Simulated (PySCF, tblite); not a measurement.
Isomers of C7H9N3, one GFN2-xTB conformer each. Single-point energies are computed at PBE0/pcSseg-1 (PySCF, gas phase, no added dispersion term), electronic only.

| SMILES | GFN2-xTB relative energy (kJ/mol) |
| --- | --- |
| CCCn1ccc(C#N)n1 | 0.0 |
| Cc1cnc(C2CC2)nn1 | 30.5 |

Conformers: `[CH3:1][CH2:2][CH2:3][n:4]1[cH:5][cH:6][c:7]([C:8]#[N:9])[n:10]1` with C1–C2–C3–N4 -65°, C2–C3–N4–C5 94°; `[CH3:1][c:2]1[cH:3][n:4][c:5]([CH:6]2[CH2:7][CH2:8]2)[n:9][n:10]1` with N4–C5–C6–C7 33°.

Problem. What does PBE0/pcSseg-1 give for the same structures?

Solution. 
| SMILES | PBE0/pcSseg-1 E (Eh) | PBE0/pcSseg-1 (kJ/mol) | GFN2-xTB (kJ/mol) | point group |
| --- | --- | --- | --- | --- |
| CCCn1ccc(C#N)n1 | -435.82309 | 0.0 | 0.0 | C1 |
| Cc1cnc(C2CC2)nn1 | -435.79238 | 80.6 | 30.5 | – |

Both levels put the same isomer lowest. As drawn, the lower has a C≡N group, which the higher lacks; the higher has a three-membered ring, which the lower lacks.

Problem. Which frontier levels, dipoles and rotational constants go with these structures?

Solution. 
```csv
SMILES,"HOMO (eV, PBE0/pcSseg-1)",LUMO (eV),dipole (D),"A, B, C (MHz)"
CCCn1ccc(C#N)n1,-7.68,-0.77,6.92,"3313, 734.7, 693.3"
Cc1cnc(C2CC2)nn1,-6.60,-1.80,2.61,"4361, 815.8, 729.3"
```

Problem. What happens when harmonic zero-point energies from GFN2-xTB frequencies are added?

Solution. 
```tsv
SMILES	ZPE (kJ/mol)	electronic (kJ/mol)	with ZPE (kJ/mol)
CCCn1ccc(C#N)n1	398.5	0.0	0.0
Cc1cnc(C2CC2)nn1	394.0	80.6	76.2
```

The zero-point energies span 4.5 kJ/mol. The order is unchanged.
